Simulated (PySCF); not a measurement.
CH5BOSe, SMILES CB(O)[SeH].

The structure is a stationary point at PBE-D3(BJ)/def2-SVP. This is a generated structure with no PubChem entry under its InChIKey; it may be hypothetical. The values are those of a single conformer.

Calculation: PySCF with PBE-D3(BJ)/def2-SVP.

Frequencies are harmonic and unscaled.

Computed harmonic wavenumbers and intensities:
| mode | ν (cm⁻¹) | IR (km/mol) | moving atoms (share of kinetic energy) |
|---|---|---|---|
| 1 | 47 | 0.7 | H 97 % |
| 2 | 226 | 0.6 | C 36 %, H 27 %, O 14 %, Se 12 %, B 11 % |
| 3 | 306 | 3.7 | O 55 %, Se 19 %, H 15 %, C 8 % |
| 4 | 337 | 14.4 | H 95 % |
| 5 | 420 | 0.2 | B 57 %, H 35 % |
| 6 | 510 | 20.0 | H 28 %, B 23 %, C 22 %, O 16 %, Se 11 % |
| 7 | 527 | 89.2 | H 90 %, O 9 % |
| 8 | 678 | 6.1 | H 91 % |
| 9 | 832 | 0.5 | H 65 %, C 24 %, O 11 % |
| 10 | 832 | 17.8 | H 56 %, B 23 %, C 20 % |
| 11 | 901 | 159.6 | H 51 %, B 25 %, O 12 %, C 12 % |
| 12 | 1144 | 145.7 | H 50 %, B 39 % |
| 13 | 1259 | 82.0 | H 66 %, C 18 %, B 11 % |
| 14 | 1351 | 186.9 | B 57 %, O 19 %, H 13 %, C 11 % |
| 15 | 1388 | 7.4 | H 90 % |
| 16 | 1391 | 4.5 | H 96 % |
| 17 | 2362 | 13.5 | H 99 % |
| 18 | 2961 | 4.2 | H 97 % |
| 19 | 3036 | 5.3 | H 91 %, C 9 % |
| 20 | 3077 | 6.0 | H 91 %, C 9 % |
| 21 | 3713 | 44.7 | H 94 % |
